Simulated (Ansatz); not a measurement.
`C[CH](C)[Cd][F]` and `C[CH](C)[Mg][F]` differ in one element.

Ansatz, PBE0-D4/def2-TZVP geometries, multiplicity 1. Each molecule was computed in one conformer, which needn't be the lowest.

Elements past krypton have def2 core potentials.

```csv
property,`C[CH](C)[Cd][F]`
HOMO–LUMO gap (B3LYP/def2-TZVPP) / eV,6.17
HOMO–LUMO gap (ωB97M-V/def2-TZVPP) / eV,10.29
LUMO energy (PBE0/def2-TZVPP) / eV,-0.83
LUMO energy (ωB97M-V/def2-TZVPP) / eV,0.75
size of the dipole moment (B3LYP/def2-TZVPP) / D,3.87
size of the dipole moment (ωB97M-V/def2-TZVPP) / D,3.61
```

Task: Give the same properties after the change, and the shifts. (An estimate is asked.)

Result: Ansatz gave: 
| property | `C[CH](C)[Mg][F]` | shift |
| --- | --- | --- |
| HOMO–LUMO gap (B3LYP/def2-TZVPP) / eV | 5.09 | -1.08 |
| HOMO–LUMO gap (ωB97M-V/def2-TZVPP) / eV | 8.94 | -1.35 |
| LUMO energy (PBE0/def2-TZVPP) / eV | -1.06 | -0.23 |
| LUMO energy (ωB97M-V/def2-TZVPP) / eV | 0.16 | -0.59 |
| size of the dipole moment (B3LYP/def2-TZVPP) / D | 2.19 | -1.68 |
| size of the dipole moment (ωB97M-V/def2-TZVPP) / D | 2.08 | -1.53 |

With PBE0 the HOMO rises by 0.85 eV and the LUMO falls by 0.23 eV, so the gap narrows by about 1.08 eV. PBE moves the HOMO by 0.93 eV and ωB97M-V by 0.76 eV. Dipoles are sizes alone; their direction can turn.

Positive LUMOs are unbound, so they and the gaps depend on the basis.

B3LYP here is the variant with VWN-RPA as its local correlation; programs differ in this.
